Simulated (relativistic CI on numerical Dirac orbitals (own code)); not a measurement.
Computed by Dirac-Coulomb-Breit CI, orbitals from a KLI potential per configuration, model QED, valence Slater integrals scaled by 0.85, P86 correlation estimate, and configurations built on the next ion tied to the tabulated ionisation energy (semi-empirical) (own radial code, finite nucleus).

Configuration list (outside the closed core [Ar] 3d10): 4s²4p, 4s²4d, 4s²5s, 4s²5p, 4s²5d, 4s²6s, 4s²4f, 4s²5f, 4s4p², 4p³, 4s4p4d, 4s4p4f, 4p4d², 4p²4d, 4s4p5s, 4s²6p, 4s4d², 4s²5g, 4s²6d, 4s4p5p, 4p4f², 4s²6f, 4p²4f, 4s4p5d. Levels of other configurations are missing.

Configurations that consist of the next ion and one excited electron were tied to the tabulated ionisation energy; Rydberg ones are usually within 1,000 to 3,000 cm⁻¹ and the lowest ones within about 6,000 (9,000 in d shells), while levels on excited terms of the next ion carry the error of that term, and the other configurations can be misplaced by 10,000 cm⁻¹ or more. Rates follow the energies as ν³ (E1, M1) or ν⁵ (E2), so rates, branching and lifetimes can be off by large factors. 8 of the 8 excited levels that our extract of the measured tables holds in this range could be paired (the sources list more); they are missed by 1969 cm⁻¹ on average and 4887 at most, and levels without a partner can miss by more.

Outline of the computed level scheme of Br V. Lowest level of each configuration: 4s²4p ²P°1/2 at 0.0000 eV; 4s4p² ⁴P1/2 at 11.3987 eV; 4s²4d ²D3/2 at 22.7069 eV; 4s²5s ²S1/2 at 26.4449 eV; 4p³ ²D°3/2 at 29.7798 eV; 4s²5p ²P°1/2 at 31.4977 eV; 4s4p4d ⁴F°3/2 at 33.0072 eV; 4s²4f ²F°5/2 at 36.1335 eV; 4s4p5s ⁴P°1/2 at 39.1703 eV.

Some strong electric-dipole decays among the lowest 42 levels: 4s²4d ²D5/2 → 4s²4p ²P°3/2 (1.8e+10 s⁻¹); 4s²4d ²D3/2 → 4s²4p ²P°1/2 (1.5e+10 s⁻¹); 4s²5s ²S1/2 → 4s²4p ²P°3/2 (7.9e+09 s⁻¹); 4s²5s ²S1/2 → 4s²4p ²P°1/2 (3.8e+09 s⁻¹); 4s²4d ²D3/2 → 4s²4p ²P°3/2 (3.6e+09 s⁻¹); 4s²4f ²F°7/2 → 4s²4d ²D5/2 (1.5e+09 s⁻¹); 4s²5p ²P°3/2 → 4s²5s ²S1/2 (4.4e+08 s⁻¹).

LS names give the leading component of a level, which can be under half, so a name can repeat, a term be missing and a line seem to break the LS rules.
